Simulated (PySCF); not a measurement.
# Basis and Hamiltonian dependence of the electron affinity of Ni

Ni⁻ [Ar] 3d9 4s2 (2D) → Ni [Ar] 3d8 4s2 (3F). All values are computed (PySCF 2.14, energy differences of UHF-based or UKS calculations, no spin-orbit coupling). Values in eV.

```tsv
basis	Hamiltonian	functions	UHF	PBE	PBE0	MP2 (valence)	CCSD(T) (valence)
aug-cc-pVDZ	non-relativistic	59	-1.401	2.001	1.271	1.448	1.003
aug-cc-pVDZ-DK	spin-free X2C	59	-1.749	1.731	0.976	1.169	0.730
ANO-RCC-VTZP	spin-free X2C	59	-1.824	1.639	0.960	1.207	0.692
def2-TZVPPD	non-relativistic	67	-1.892	1.831	1.095	1.261	0.757
x2c-TZVPPall with one added diffuse shell each of s, p, d, f type	spin-free X2C	80	-1.799	1.815	1.036	1.261	0.840
aug-cc-pVTZ-DK	spin-free X2C	93	-1.795	1.809	1.035	1.266	n/a
def2-QZVPPD	non-relativistic	100	-1.619	2.008	1.262	1.550	1.086
dyall-av2z	non-relativistic	101	-1.438	2.082	1.334	1.402	1.023
aug-cc-pVTZ with one added diffuse shell each of s, p, d, f, g type	non-relativistic	118	-1.423	2.094	1.338	1.415	n/a
aug-cc-pwCVTZ	non-relativistic	127	-1.454	2.087	1.335	1.570	n/a
aug-cc-pwCVTZ-DK	spin-free X2C	127	-1.800	1.813	1.038	1.292	n/a
x2c-QZVPPall with one added diffuse shell each of s, p, d, f, g type	spin-free X2C	133	-1.799	1.821	1.042	1.317	n/a
```

Question: Estimate the row for aug-cc-pVTZ (non-relativistic, 93 functions).

Answer: From the rows with the same Hamiltonian and similar size; the calculation gives UHF -1.45; PBE 2.08; PBE0 1.33; MP2 (valence) 1.54 (eV).

Frozen in the all-electron rows: valence: [Ar].

At UHF, def2-TZVPPD lies more than 0.3 eV from the median of the rows with comparable relativity.

Non-relativistic rows lack the scalar-relativistic shift.

In most of these bases the highest occupied level of the anion is positive at PBE, PBE0, so the basis helps to hold the electron.

Between the lowest levels the reference is 1.157 eV (measured; photodetachment measurements, as compiled on the Wikipedia data page of electron affinities); it includes spin-orbit coupling, which these numbers lack.
